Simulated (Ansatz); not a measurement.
MO3Br with several metals: PBE-D4/def2-SVP single points in Ansatz on relaxed structures, gas phase. Core potentials for Re, Tc, no spin–orbit coupling. Binding counts from free atoms in the multiplicity of their measured ground term, without zero-point energy. The structures are stationary points that may keep the symmetry of their start. Remarks come from the PBE and PBE0 runs and from stability tests at other levels; not every state was tested.

**Question.** Estimate the order by binding per atom (eV), lowest first.
A. TcO3Br (TcBrO3) (singlet)
B. MnO3Br (MnBrO3) (singlet)
C. ReO3Br (ReBrO3) (singlet)

**Answer.** B (3.83), A (4.75), C (4.91).

In full:

| species | atoms | state | geometry | HOMO (eV) | LUMO (eV) | gap (eV) | binding per atom (eV) | point group (within 0.1 Å) | remarks |
| --- | --- | --- | --- | --- | --- | --- | --- | --- | --- |
| TcO3Br (TcBrO3) | 5 | singlet | r2SCAN-D4/def2-SVP | -8.24 | -4.68 | 3.57 | 4.75 | C3v | restricted SCF unstable in HF |
| MnO3Br (MnBrO3) | 5 | singlet | PBE0-D4/def2-SVP | -7.87 | -5.86 | 2.02 | 3.83 | C3v | restricted SCF unstable in HF |
| ReO3Br (ReBrO3) | 5 | singlet | PBE0-D4/def2-SVP | -8.39 | -3.98 | 4.40 | 4.91 | C3v | – |

The gap (eV) runs from 2.02 (MnO3Br) to 4.40 (ReO3Br).
